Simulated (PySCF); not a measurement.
Si(H)(F)2(OMe) (CH4F2OSi), SMILES CO[SiH](F)F.

Coordinates come from a r2SCAN-D4/def2-SVP optimisation. One conformer was computed; it need not be the lowest.

Two levels are set side by side: TDA-PBE/def2-SVPD (PySCF) and TDA-B3LYP/def2-SVPD (PySCF). Vertical, same geometry. The lowest singlet is HOMO→LUMO 100 % with PBE and HOMO→LUMO 97 % with the other functional; states are paired by order. Differences are taken from unrounded values.

| quantity | TDA-B3LYP | TDA-PBE | TDA-PBE minus TDA-B3LYP |
|---|---|---|---|
| lowest singlet excitation (eV) | 8.03 | 7.30 | -0.73 |
| lowest triplet excitation (TDA) (eV) | 7.84 | 7.18 | -0.67 |
| first bright state (f over 0.05) (eV) | 8.73 | 7.99 | -0.74 |
| its oscillator strength | 0.06 | 0.06 | 0.00 |

A lower first singlet is the usual sign of a functional without exact exchange. Differences between two approximate levels are no errors against the true value.

Rough cost on one machine, each run with all the roots and properties that it gave: TDA-B3LYP against TDA-PBE about 2 times.
